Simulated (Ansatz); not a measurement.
Born–Oppenheimer molecular dynamics of GaH3O2 (6 atoms, charge 0, multiplicity 1). It starts at the highest image of a converged band. Of that band: The profile has 2 maxima (images 2, 7) with wells between them (image 3): this band takes more than one step, which may be the mechanism or a detour left from its start path. A vibrational analysis at the climbing image gives one clearly imaginary mode, 785i cm⁻¹: a first-order saddle point.

All numbers below come from UKS B3LYP/def2-SVP in Ansatz 0.2.0.

- ensemble: NVE (velocity Verlet)
- time step: 0.5 fs
- steps asked: 200
- starting velocities drawn for: 100 K
- seed: 6217

Frames 5 fs apart, positions in Å.

Velocities at 15 fs (Å/ps):

```
Ga -0.34 0.28 -0.78
O 0.94 -3.58 2.60
O -0.90 3.45 0.11
H 16.06 -10.18 -0.47
H 2.66 -6.59 1.80
H 3.97 -0.22 9.82
```

```xyz
6
Properties=species:S:1:pos:R:3 time_fs=15 energy_less_start_eV=-0.006 T=112
Ga -0.098 1.018 -0.049
O 0.490 -0.970 0.363
O -0.471 0.280 -1.534
H 0.198 -0.926 -0.647
H 0.112 2.037 1.085
H -0.050 -1.605 0.866
6
Properties=species:S:1:pos:R:3 time_fs=20 energy_less_start_eV=-0.023 T=145
Ga -0.100 1.020 -0.054
O 0.497 -0.988 0.376
O -0.474 0.298 -1.533
H 0.236 -0.998 -0.594
H 0.126 1.997 1.101
H -0.037 -1.607 0.887
6
Properties=species:S:1:pos:R:3 time_fs=25 energy_less_start_eV=-0.039 T=176
Ga -0.102 1.022 -0.059
O 0.514 -1.006 0.395
O -0.477 0.318 -1.535
H 0.187 -1.095 -0.560
H 0.144 1.955 1.140
H -0.049 -1.629 0.887
6
Properties=species:S:1:pos:R:3 time_fs=30 energy_less_start_eV=-0.047 T=191
Ga -0.105 1.024 -0.063
O 0.528 -1.032 0.413
O -0.481 0.339 -1.541
H 0.167 -1.118 -0.506
H 0.160 1.901 1.176
H -0.037 -1.631 0.925
6
Properties=species:S:1:pos:R:3 time_fs=35 energy_less_start_eV=-0.047 T=191
Ga -0.107 1.027 -0.067
O 0.540 -1.063 0.434
O -0.488 0.358 -1.552
H 0.179 -1.094 -0.506
H 0.168 1.841 1.198
H -0.003 -1.620 1.010
6
Properties=species:S:1:pos:R:3 time_fs=40 energy_less_start_eV=-0.027 T=152
Ga -0.108 1.030 -0.070
O 0.553 -1.091 0.452
O -0.495 0.376 -1.564
H 0.186 -1.114 -0.463
H 0.171 1.805 1.224
H 0.013 -1.621 1.059
6
Properties=species:S:1:pos:R:3 time_fs=45 energy_less_start_eV=-0.028 T=154
Ga -0.110 1.033 -0.073
O 0.569 -1.112 0.472
O -0.502 0.393 -1.574
H 0.154 -1.210 -0.432
H 0.165 1.793 1.240
H 0.001 -1.640 1.050
6
Properties=species:S:1:pos:R:3 time_fs=50 energy_less_start_eV=-0.010 T=120
Ga -0.111 1.035 -0.076
O 0.579 -1.132 0.487
O -0.508 0.411 -1.580
H 0.184 -1.294 -0.388
H 0.150 1.793 1.230
H -0.004 -1.661 1.062
6
Properties=species:S:1:pos:R:3 time_fs=55 energy_less_start_eV=-0.013 T=124
Ga -0.112 1.036 -0.079
O 0.583 -1.152 0.502
O -0.514 0.429 -1.581
H 0.261 -1.341 -0.422
H 0.135 1.811 1.219
H 0.030 -1.660 1.112
6
Properties=species:S:1:pos:R:3 time_fs=60 energy_less_start_eV=0.014 T=73
Ga -0.112 1.036 -0.083
O 0.586 -1.168 0.513
O -0.519 0.447 -1.581
H 0.339 -1.373 -0.392
H 0.126 1.839 1.212
H 0.051 -1.677 1.138
6
Properties=species:S:1:pos:R:3 time_fs=65 energy_less_start_eV=0.012 T=77
Ga -0.113 1.035 -0.085
O 0.594 -1.175 0.529
O -0.524 0.462 -1.584
H 0.343 -1.441 -0.396
H 0.122 1.852 1.193
H 0.040 -1.729 1.106
6
Properties=species:S:1:pos:R:3 time_fs=70 energy_less_start_eV=0.032 T=38
Ga -0.113 1.034 -0.086
O 0.599 -1.180 0.541
O -0.530 0.474 -1.591
H 0.358 -1.456 -0.349
H 0.130 1.854 1.182
H 0.038 -1.764 1.067
```

Of the whole run (100 fs, mean temperature of the second half 68 K): The conserved energy stayed within 0.03 meV per atom of its start (net change 0.0058 meV per atom), so the integration is sound. A run of 0.1 ps of so small a system gives no equilibrium averages. The orbitals were unrestricted but ended closed-shell.

Time of the run: 3.5 min on 2 threads of Intel(R) Xeon(R) 6975P-C (Granite Rapids), with other jobs on the host, peak memory 0.21 GiB.
